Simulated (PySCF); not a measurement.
Si(F)2(OH)(SiH3) (F2H4OSi2), SMILES O[Si](F)(F)[SiH3]. Atoms are numbered in the order given.

```xyz
9

O     -1.5411    -0.9900     0.0000
Si     0.0001    -0.4216     0.0000
F      0.8059    -1.0052     1.2816
F      0.8059    -1.0052    -1.2816
Si    -0.0275     1.9053     0.0000
H     -1.6993    -1.9430     0.0000
H     -0.7341     2.3878    -1.2194
H      1.3742     2.4102     0.0000
H     -0.7341     2.3878     1.2194
```
Charge 0, spin multiplicity 1.

Geometry optimised at B3LYP-D3(BJ)/def2-SVP. The structure was generated by enumeration, and PubChem lists no compound with its InChIKey, so it may never have been made. The values are those of a single conformer.

Two levels are set side by side: PBE/pcSseg-1 (PySCF) and PBE0/pcSseg-1 (PySCF). GIAO shifts against CFCl3 (¹⁹F), H2O (¹⁷O), TMS (²⁹Si), TMS (¹H) at the same level; non-relativistic, no solvent, atoms listed together averaged. Differences are taken from unrounded values.

| quantity | PBE0 |
|---|---|
| δ(¹⁷O) of O1 (ppm) | 72.3 |
| δ(²⁹Si) of Si2 (ppm) | -30.3 |
| δ(¹⁹F) of F3, F4 (ppm) | -124.7 |
| δ(²⁹Si) of Si5 (ppm) | -115.3 |
| δ(¹H) of H6 (ppm) | 3.10 |
| δ(¹H) of H7, H8, H9 (ppm) | 3.65 |

Problem. What does PBE give, and how far is it from PBE0? (Estimate from the structure and the level; the computed values follow.)

Solution. 
```json
[
 {"quantity": "δ(¹⁷O) of O1 (ppm)", "PBE": "82.4", "PBE minus PBE0": "10.2"},
 {"quantity": "δ(²⁹Si) of Si2 (ppm)", "PBE": "-30.5", "PBE minus PBE0": "-0.1"},
 {"quantity": "δ(¹⁹F) of F3, F4 (ppm)", "PBE": "-135.7", "PBE minus PBE0": "-11.1"},
 {"quantity": "δ(²⁹Si) of Si5 (ppm)", "PBE": "-122.5", "PBE minus PBE0": "-7.2"},
 {"quantity": "δ(¹H) of H6 (ppm)", "PBE": "2.99", "PBE minus PBE0": "-0.10"},
 {"quantity": "δ(¹H) of H7, H8, H9 (ppm)", "PBE": "3.65", "PBE minus PBE0": "0.00"}
]
```

Rough cost on one machine, each run with all the roots and properties that it gave: PBE0 against PBE within a factor of 2.
